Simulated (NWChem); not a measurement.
System: C2H6GeO; SMILES C([O][GeH3])=C

```xyz
10

C      0.0461     2.8793    -0.1680
C     -0.3077     1.6465     0.1969
O      0.5778     0.6088     0.2620
Ge    -0.0031    -1.0827    -0.0428
H      1.0624     3.1110    -0.4704
H     -0.6838     3.6810    -0.1498
H     -1.3302     1.4170     0.5094
H     -0.2006    -1.2902    -1.5630
H      1.1210    -1.9705     0.5183
H     -1.3418    -1.2732     0.7118
```
Atoms are numbered in this order, from 1.

Computed with NWChem. Pople sets run with spherical d functions. Structure relaxed at the B3LYP/6-31G* (spherical d) level. Vzz is the largest principal value of the second derivative of the potential at the nucleus (NWChem prints the opposite sign); η is the asymmetry. Non-relativistic.

```tsv
level	Vzz O3 (a.u.)	η O3	Vzz Ge4 (a.u.)	η Ge4
PBE/6-31G*	1.389	0.69	1.355	0.03
PBE/cc-pVTZ	1.450	0.66	1.468	0.05
CAM-B3LYP/def2-SVP	___	0.63	___	0.03
```

Question: Complete the blanks.

Answer: 
- CAM-B3LYP/def2-SVP, Vzz O3 (a.u.): 1.486
- CAM-B3LYP/def2-SVP, Vzz Ge4 (a.u.): 1.528
